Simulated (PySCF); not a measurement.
# Mayer bond orders and bond lengths

C5H8F5O (charge +1).
SMILES with atom numbers: `[CH3:1][O+:2]([CH2:3][CH:4]([F:5])[F:6])[CH2:7][C:8]([F:9])([F:10])[F:11]` (hydrogens: H12, H13, H14 on C1; H15, H16 on C3; H17 on C4; H18, H19 on C7)

Cartesian coordinates in Å at the GFN2-xTB level; atoms count from 1:
```xyz
19
C5H8F5O angstrom
C     -0.0522   -1.2102   -1.0935
O      0.1848   -0.4398    0.1207
C      0.8571    0.8374   -0.1363
C      2.3744    0.5966   -0.0194
F      2.7854   -0.2412   -0.9876
F      2.6211   -0.0014    1.1582
C     -0.9350   -0.3876    1.0241
C     -2.1847    0.3550    0.4913
F     -1.8490    1.5546    0.0003
F     -3.0504    0.5230    1.4716
F     -2.7710   -0.3212   -0.4940
H     -0.7241   -0.6970   -1.7828
H      0.9134   -1.3824   -1.5699
H     -0.4755   -2.1728   -0.8086
H      0.6045    1.2227   -1.1287
H      0.5678    1.5642    0.6252
H      2.9524    1.5310   -0.0863
H     -1.2235   -1.4195    1.2581
H     -0.6053    0.0979    1.9502
```

Bond orders from the PBE0/pcSseg-1 density (PySCF). Isolated species at its GFN2-xTB geometry (one conformer only).

(1) Where do the orders between heavy atoms depart from those drawn in the SMILES?

(2) Give the Mayer order of every bond, beside its length.

Results:

(1) The largest departure is 0.278, at O2–C3 (drawn single, 0.722). Drawn single, order below 0.88: C1–O2 (0.734), O2–C3 (0.722) and O2–C7 (0.760). The SMILES, with its formal charges, is one Lewis structure only.

(2) 
```json
{"bond": "C1–O2", "drawn as": "single", "length (Å)": "1.457", "Mayer order": "0.734"}
{"bond": "O2–C3", "drawn as": "single", "length (Å)": "1.466", "Mayer order": "0.722"}
{"bond": "C3–C4", "drawn as": "single", "length (Å)": "1.541", "Mayer order": "0.984"}
{"bond": "C4–F5", "drawn as": "single", "length (Å)": "1.345", "Mayer order": "0.968"}
{"bond": "C4–F6", "drawn as": "single", "length (Å)": "1.344", "Mayer order": "0.992"}
{"bond": "O2–C7", "drawn as": "single", "length (Å)": "1.440", "Mayer order": "0.760"}
{"bond": "C7–C8", "drawn as": "single", "length (Å)": "1.548", "Mayer order": "0.986"}
{"bond": "C8–F9", "drawn as": "single", "length (Å)": "1.339", "Mayer order": "0.990"}
{"bond": "C8–F10", "drawn as": "single", "length (Å)": "1.319", "Mayer order": "1.058"}
{"bond": "C8–F11", "drawn as": "single", "length (Å)": "1.331", "Mayer order": "1.017"}
{"bond": "C1–H12", "drawn as": "single", "length (Å)": "1.091", "Mayer order": "0.941"}
{"bond": "C1–H13", "drawn as": "single", "length (Å)": "1.090", "Mayer order": "0.937"}
{"bond": "C1–H14", "drawn as": "single", "length (Å)": "1.089", "Mayer order": "0.945"}
{"bond": "C3–H15", "drawn as": "single", "length (Å)": "1.094", "Mayer order": "0.925"}
{"bond": "C3–H16", "drawn as": "single", "length (Å)": "1.092", "Mayer order": "0.925"}
{"bond": "C4–H17", "drawn as": "single", "length (Å)": "1.101", "Mayer order": "0.943"}
{"bond": "C7–H18", "drawn as": "single", "length (Å)": "1.097", "Mayer order": "0.920"}
{"bond": "C7–H19", "drawn as": "single", "length (Å)": "1.096", "Mayer order": "0.919"}
```

Bonds between the same two heavy elements. C–O: lowest O2–C3 (0.722, 1.466 Å), highest O2–C7 (0.760, 1.440 Å). C–C: all 2 within 0.02 of one another (0.984 to 0.986). C–F: lowest C4–F5 (0.968, 1.345 Å), highest C8–F10 (1.058, 1.319 Å).

Problem. Sum the orders of all bonds at each heavy atom with more than one neighbour and set the sums beside the valence in the SMILES.

Solution. C1 3.557 (drawn 4), O2 2.216 (drawn 3), C3 3.556 (drawn 4), C4 3.887 (drawn 4), C7 3.585 (drawn 4), C8 4.051 (drawn 4). Orders between atoms that aren't bonded are not in these sums.

For a closed shell the Mayer order of atoms A and B is Σ (PS)μν (PS)νμ over the basis functions μ on A and ν on B, with P the density and S the overlap matrix.
